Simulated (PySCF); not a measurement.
B(H)2(SMe) (CH5BS), SMILES BSC. Coordinates come from a B3LYP-D3(BJ)/def2-TZVP optimisation.

Question: Give the equilibrium geometry at B3LYP-D3(BJ)/def2-TZVP (PySCF confirms it by a frequency run) as bond lengths and angles, and its point group. (The exact figures need the calculation; the answer reports its results.)

Answer: point group Cs.
Atoms: B1 H2 H3 S4 C5 H6 H7 H8. Bond lengths (Å): B1–H2 1.188, B1–H3 1.189, B1–S4 1.756, S4–C5 1.826, C5–H6 1.088, C5–H7 1.088, C5–H8 1.087. Bond angles (°): H2–B1–H3 122.8, H2–B1–S4 115.9, H3–B1–S4 121.3, B1–S4–C5 105.8, S4–C5–H6 108.9, S4–C5–H7 108.9, S4–C5–H8 109.9, H6–C5–H7 109.2, H6–C5–H8 110.0, H7–C5–H8 110.0.
